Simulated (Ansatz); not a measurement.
**Molecular dynamics of C3H8O2Si**

Input file:

```yaml
crystal:
  periodic: [false, false, false]
  atoms:
    - { symbol: C, position_ang: [0.038146, -2.909946, -0.28205] }
    - { symbol: C, position_ang: [0.512009, -1.737839, 0.180797] }
    - { symbol: O, position_ang: [0.128755, -0.524351, -0.334884] }
    - { symbol: Si, position_ang: [0.500188, 1.019151, 0.323929] }
    - { symbol: C, position_ang: [0.073258, 2.198081, -1.094294] }
    - { symbol: O, position_ang: [-1.012526, 1.354365, 1.5531] }
    - { symbol: H, position_ang: [-0.69067, -2.945868, -1.104658] }
    - { symbol: H, position_ang: [0.388613, -3.852516, 0.159149] }
    - { symbol: H, position_ang: [1.249504, -1.693446, 1.005994] }
    - { symbol: H, position_ang: [0.237533, 1.263097, 1.929417] }
    - { symbol: H, position_ang: [0.006753, 3.238533, -0.717803] }
    - { symbol: H, position_ang: [0.846787, 2.162819, -1.888691] }
    - { symbol: H, position_ang: [-0.903283, 1.909962, -1.537021] }
    - { symbol: H, position_ang: [-1.387867, 0.488657, 1.835815] }
basis:
  gaussian: { orbitals: def2-SVP }
hamiltonian:
  xc: blyp
md:
  timestep: 0.5
  n_steps: 200
  ensemble: nve
  temperature: 300.0
  initial_velocities: maxwell_boltzmann
  seed: 12228
```

Launched with:

```bash
$ ansatz run input.yaml --threads 2 --pin off --max-ram 3072MiB --backend cpu --events-out ev --progress --plain --runs-dir out
```

It starts at the highest image of a converged band. Of that band: Beside the main top the profile has a ripple of under 15 meV (maxima at images 1, 5), which may be a very shallow well or noise. Neighbouring images differ by up to 2.1 eV, so the band resolves the path poorly. A vibrational analysis at the climbing image gives one clearly imaginary mode, 1253i cm⁻¹: a first-order saddle point.

Output, in part (one step line in 7, the closing report, with atoms numbered from 0):

```
md step     0: t =     0.00 fs  T =   300.0 K  F+E_penalty+E_count = -15201.19276894 eV  E_kin = 0.465336 eV  conserved = -15200.72743295 eV  (33 SCF iters)
md step     7: t =     3.50 fs  T =   184.3 K  F+E_penalty+E_count = -15201.01039432 eV  E_kin = 0.285847 eV  conserved = -15200.72454732 eV  (34 SCF iters)
md step    14: t =     7.00 fs  T =   159.6 K  F+E_penalty+E_count = -15200.97162266 eV  E_kin = 0.247496 eV  conserved = -15200.72412646 eV  (35 SCF iters)
md step    21: t =    10.50 fs  T =   356.1 K  F+E_penalty+E_count = -15201.27835031 eV  E_kin = 0.552328 eV  conserved = -15200.72602215 eV  (35 SCF iters)
md step    28: t =    14.00 fs  T =   679.7 K  F+E_penalty+E_count = -15201.77798735 eV  E_kin = 1.054278 eV  conserved = -15200.72370963 eV  (34 SCF iters)
md step    35: t =    17.50 fs  T =  1379.4 K  F+E_penalty+E_count = -15202.86687577 eV  E_kin = 2.139686 eV  conserved = -15200.72719011 eV  (32 SCF iters)
md step    42: t =    21.00 fs  T =  1682.5 K  F+E_penalty+E_count = -15203.33752297 eV  E_kin = 2.609692 eV  conserved = -15200.72783070 eV  (34 SCF iters)
md step    49: t =    24.50 fs  T =  1372.3 K  F+E_penalty+E_count = -15202.85404979 eV  E_kin = 2.128617 eV  conserved = -15200.72543301 eV  (33 SCF iters)
md step    56: t =    28.00 fs  T =   968.0 K  F+E_penalty+E_count = -15202.22834683 eV  E_kin = 1.501545 eV  conserved = -15200.72680173 eV  (34 SCF iters)
md step    63: t =    31.50 fs  T =   616.3 K  F+E_penalty+E_count = -15201.68211686 eV  E_kin = 0.955956 eV  conserved = -15200.72616074 eV  (32 SCF iters)
md step    70: t =    35.00 fs  T =   484.1 K  F+E_penalty+E_count = -15201.47503659 eV  E_kin = 0.750930 eV  conserved = -15200.72410659 eV  (33 SCF iters)
md step    77: t =    38.50 fs  T =  1231.5 K  F+E_penalty+E_count = -15202.64027992 eV  E_kin = 1.910193 eV  conserved = -15200.73008737 eV  (31 SCF iters)
md step    84: t =    42.00 fs  T =  1311.8 K  F+E_penalty+E_count = -15202.76151439 eV  E_kin = 2.034810 eV  conserved = -15200.72670481 eV  (32 SCF iters)
md step    91: t =    45.50 fs  T =  1040.0 K  F+E_penalty+E_count = -15202.33939019 eV  E_kin = 1.613103 eV  conserved = -15200.72628672 eV  (33 SCF iters)
md step    98: t =    49.00 fs  T =  1085.4 K  F+E_penalty+E_count = -15202.40887568 eV  E_kin = 1.683583 eV  conserved = -15200.72529281 eV  (33 SCF iters)
md step   105: t =    52.50 fs  T =  1449.0 K  F+E_penalty+E_count = -15202.97636325 eV  E_kin = 2.247630 eV  conserved = -15200.72873374 eV  (33 SCF iters)
md step   112: t =    56.00 fs  T =   953.7 K  F+E_penalty+E_count = -15202.20260250 eV  E_kin = 1.479337 eV  conserved = -15200.72326561 eV  (34 SCF iters)
md step   119: t =    59.50 fs  T =  1052.0 K  F+E_penalty+E_count = -15202.35952237 eV  E_kin = 1.631737 eV  conserved = -15200.72778573 eV  (33 SCF iters)
md step   126: t =    63.00 fs  T =   908.1 K  F+E_penalty+E_count = -15202.13499954 eV  E_kin = 1.408618 eV  conserved = -15200.72638161 eV  (33 SCF iters)
md step   133: t =    66.50 fs  T =   847.9 K  F+E_penalty+E_count = -15202.04074206 eV  E_kin = 1.315238 eV  conserved = -15200.72550360 eV  (33 SCF iters)
md step   140: t =    70.00 fs  T =  1083.3 K  F+E_penalty+E_count = -15202.40526727 eV  E_kin = 1.680317 eV  conserved = -15200.72495033 eV  (32 SCF iters)
md step   147: t =    73.50 fs  T =  1428.4 K  F+E_penalty+E_count = -15202.94515572 eV  E_kin = 2.215567 eV  conserved = -15200.72958867 eV  (31 SCF iters)
md step   154: t =    77.00 fs  T =  1190.0 K  F+E_penalty+E_count = -15202.57035218 eV  E_kin = 1.845801 eV  conserved = -15200.72455108 eV  (32 SCF iters)
md step   161: t =    80.50 fs  T =  1313.0 K  F+E_penalty+E_count = -15202.76361862 eV  E_kin = 2.036651 eV  conserved = -15200.72696733 eV  (33 SCF iters)
md step   168: t =    84.00 fs  T =  1035.2 K  F+E_penalty+E_count = -15202.33155201 eV  E_kin = 1.605672 eV  conserved = -15200.72588036 eV  (32 SCF iters)
md step   175: t =    87.50 fs  T =   967.7 K  F+E_penalty+E_count = -15202.22623259 eV  E_kin = 1.501052 eV  conserved = -15200.72518094 eV  (32 SCF iters)
md step   182: t =    91.00 fs  T =  1201.2 K  F+E_penalty+E_count = -15202.59082738 eV  E_kin = 1.863218 eV  conserved = -15200.72760967 eV  (32 SCF iters)
md step   189: t =    94.50 fs  T =  1086.7 K  F+E_penalty+E_count = -15202.41143449 eV  E_kin = 1.685654 eV  conserved = -15200.72578062 eV  (33 SCF iters)
md step   196: t =    98.00 fs  T =  1109.0 K  F+E_penalty+E_count = -15202.44604847 eV  E_kin = 1.720218 eV  conserved = -15200.72583009 eV  (32 SCF iters)
md step   200: t =   100.00 fs  T =  1182.0 K  F+E_penalty+E_count = -15202.55939627 eV  E_kin = 1.833350 eV  conserved = -15200.72604604 eV  (31 SCF iters)
Total energy: -15202.55976709 eV, -558.6837667755 hartree
Atom 0 at     0.161399    -2.974522    -0.294561 Å, force     0.151550     0.868852     0.642972 eV/Å
Atom 1 at     0.474503    -1.741130     0.214863 Å, force    -0.922355    -1.258239    -0.202114 eV/Å
Atom 2 at     0.044221    -0.556791    -0.342684 Å, force     0.837172     0.405465     0.040749 eV/Å
Atom 3 at     0.306511     1.023595     0.273986 Å, force    -0.441918    -2.273877     5.334822 eV/Å
Atom 4 at     0.194015     2.245314    -0.967634 Å, force     0.019562     2.593078    -3.045531 eV/Å
Atom 5 at    -0.880379     1.281238     1.583252 Å, force     0.785973     0.134761    -2.175418 eV/Å
Atom 6 at    -0.477840    -3.051514    -1.185861 Å, force     0.145664    -0.105109    -0.119725 eV/Å
Atom 7 at     0.435322    -3.898461     0.269684 Å, force    -0.037026     0.533156    -0.353552 eV/Å
Atom 8 at     0.944725    -1.668339     1.202889 Å, force     0.415539     0.149709     0.132430 eV/Å
Atom 9 at     1.500887     1.386636     1.361607 Å, force    -0.432294    -0.945540    -1.923038 eV/Å
Atom 10 at     0.597696     3.118454    -0.298292 Å, force    -0.494358    -0.553882    -1.729496 eV/Å
Atom 11 at     0.900283     1.936911    -1.807332 Å, force     0.226602     0.584316     0.884889 eV/Å
Atom 12 at    -0.700642     2.515536    -1.676287 Å, force     0.749991    -0.308164     1.778509 eV/Å
Atom 13 at    -1.273164     2.029631     1.086436 Å, force    -1.004102     0.175474     0.734504 eV/Å
Dipole moment:     0.120308     0.406715    -0.403033 e Å
```

The run went to its last step. The conserved energy stayed within 0.34 meV per atom of its start (net change 0.099 meV per atom), so the integration is sound. The kinetic energy rose, since the run started high on the potential surface and went downhill. A run of 0.1 ps of so small a system gives no equilibrium averages. The orbitals stay closed-shell, which can raise the energy where a bond breaks towards radicals; this wasn't checked here.

Between its relaxed ends the band would form O6–H10 and break Si4–O6, Si4–H10. These pairs go: O6–H10 1.31 → 2.39 Å, Si4–O6 1.98 → 1.79 Å, Si4–H10 1.65 → 1.66 Å. In the last frame they stand as before the step (other bonds may differ from the relaxed reactants and products). These pairs come and go: their bonding changes 6 times, last at 70 of 100 fs, so the outcome isn't settled. It ends as one piece, C3H8O2Si. Pairs count as bonded within 1.25 times the sum of covalent radii (0.12 Å more for H–H).

Last frame:

```xyz
14
Properties=species:S:1:pos:R:3
C 0.161 -2.974 -0.295
C 0.474 -1.741 0.215
O 0.044 -0.557 -0.343
Si 0.306 1.024 0.274
C 0.194 2.245 -0.968
O -0.880 1.281 1.583
H -0.478 -3.051 -1.186
H 0.435 -3.898 0.270
H 0.945 -1.668 1.203
H 1.501 1.387 1.362
H 0.598 3.119 -0.298
H 0.900 1.937 -1.807
H -0.701 2.515 -1.676
H -1.273 2.030 1.086
```

Run time: 6.2 min on 2 threads of Intel(R) Xeon(R) Platinum 8488C (Sapphire Rapids), with other jobs on the host, peak memory 0.18 GiB.
